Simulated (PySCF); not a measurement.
p-cresol (C₇H₈O), SMILES Cc1ccc(O)cc1.

Coordinates come from a ωB97X-D3(BJ)/def2-SVP optimisation. Other conformers were not sampled.

Calculation: TDA-PBE/def2-SVPD in PySCF.

Vertical excitations. The molecule is in vacuum. State labels are in the subgroup Cs.

Computed excitation energies, oscillator strengths and character:
```
state  symmetry  energy (eV)  λ (nm)      f                          main pairs
-----  --------  -----------  ------  -----  ----------------------------------
S1           A'         4.73     262  0.031  HOMO→LUMO 78 %, HOMO−1→LUMO+1 20 %
S2           A"         5.14     241  0.000                   HOMO→LUMO+2 100 %
S3           A"         5.58     222  0.000                   HOMO→LUMO+3 100 %
S4           A'         5.77     215  0.116  HOMO→LUMO+1 70 %, HOMO−1→LUMO 23 %
S5           A"         6.09     203  0.002                 HOMO−1→LUMO+2 100 %
S6           A"         6.21     200  0.000                    HOMO→LUMO+4 98 %
T1           A'         3.80     326      0                      HOMO→LUMO 96 %
T2           A'         3.97     312      0  HOMO→LUMO+1 80 %, HOMO−1→LUMO 15 %
```
Triplets are in the Tamm–Dancoff approximation.
